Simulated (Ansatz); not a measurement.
CH5ClFPSi, SMILES `C[Si](F)(P)Cl`, relaxed with RKS PBE-D4/def2-SVP in Ansatz from a rough embedded geometry. The force threshold is 0.03 eV/Å; the program also tests the step.

Total charge 0; spin multiplicity 1.

Start:

```xyz
10

C    -0.085    0.565   -1.427
Si    0.027    0.444    0.393
F     1.517    0.745    0.788
P    -0.453   -1.556    1.201
Cl   -1.213    1.835    1.278
H     0.128    1.499   -1.803
H     0.541   -0.200   -1.904
H    -1.145    0.313   -1.716
H     0.726   -2.255    0.722
H    -0.043   -1.390    2.466
```

| step | energy (eV) | largest force (eV/Å) | largest move (Å) |
| --- | --- | --- | --- |
| 1 | -33497.8437 | 3.045 | 0.000 |
| 2 | -33498.2102 | 1.161 | 0.194 |
| 3 | -33498.2886 | 0.336 | 0.173 |
| 4 | -33498.3033 | 0.161 | 0.035 |
| 5 | -33498.3046 | 0.065 | 0.007 |
| 6 | -33498.3050 | 0.017 | 0.015 |

End:

```xyz
10

C    -0.118    0.526   -1.454
Si    0.039    0.400    0.401
F     1.577    0.796    0.818
P    -0.543   -1.632    1.204
Cl   -1.204    1.798    1.310
H     0.134    1.552   -1.790
H     0.571   -0.187   -1.952
H    -1.154    0.296   -1.770
H     0.688   -2.219    0.733
H     0.011   -1.330    2.499
```

It took 11 s on 4 threads of an Arm Neoverse V1 on a shared host, with 0.19 GiB of host memory at the peak.
